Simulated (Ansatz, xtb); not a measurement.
Species: InCl, charge -1, multiplicity 2. SMILES of the parent species: [Cl][In]
Coordinates optimised at B3LYP-D3(BJ)/def2-TZVP (Ansatz, a first-principles code):
```
In
Cl 1 2.6252
```
Charge -1, spin multiplicity 2.

Harmonic wavenumbers from GFN2-xTB (xtb, at its own minimum), cm⁻¹: 181.

Question: Give the harmonic wavenumbers at B3LYP-D3(BJ)/def2-TZVP (Ansatz, finite differences of forces, unscaled).

Answer: 207 cm⁻¹. Zero-point energy 0.3 kcal/mol.

Question: From these and the geometry, give the ideal-gas thermochemistry at 298.15 K and 1 atm (rigid rotor, harmonic oscillator).

Answer: Point group C∞v, rotational symmetry number 1. Rotational constants 2.707, 2.707 GHz. S(trans) 40.93, S(rot) 17.36, S(vib) 2.07, S(elec, spin only) 1.38, S 61.7 cal/(mol K). H(298) - H(0) 2.42 kcal/mol; G - E(el) -15.7 kcal/mol.
